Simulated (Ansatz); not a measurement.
Input:

```yaml
crystal:
  periodic: [false, false, false]
  atoms:
    - { symbol: Ta, position_ang: [-0.292905, 0.240653, 0.132214] }
    - { symbol: F, position_ang: [1.598125, 0.231428, 0.372625] }
    - { symbol: Cl, position_ang: [-0.402394, 0.578034, 2.420869] }
    - { symbol: Cl, position_ang: [0.195347, -0.555467, -2.007246] }
    - { symbol: Cl, position_ang: [-1.061093, 2.269379, -0.498848] }
    - { symbol: Cl, position_ang: [-2.091979, -1.174194, 0.241572] }
    - { symbol: O, position_ang: [1.266871, -2.424648, 0.974092] }
    - { symbol: H, position_ang: [1.406655, -3.010637, 0.233245] }
    - { symbol: H, position_ang: [2.002174, -1.782647, 0.921476] }
basis:
  gaussian: { orbitals: def2-SVP }
hamiltonian:
  xc: { name: BHLYP }
  dispersion: d4
relax:
  f_tol: 0.03
  max_steps: 50
output:
  orbitals: {}
```

Command:

```bash
$ ansatz run input.yaml --threads 4 --pin off --max-ram 5120MiB --backend cpu --events-out ev --progress --plain --runs-dir out
```

Hardware: 4 threads of INTEL(R) XEON(R) PLATINUM 8581C CPU @ 2.30GHz (Emerald Rapids), with other jobs on the host.

Question: Roughly how long does this run take, and how much memory?

Answer: 40 s, with a peak of 0.51 GiB, for 16 ionic steps.
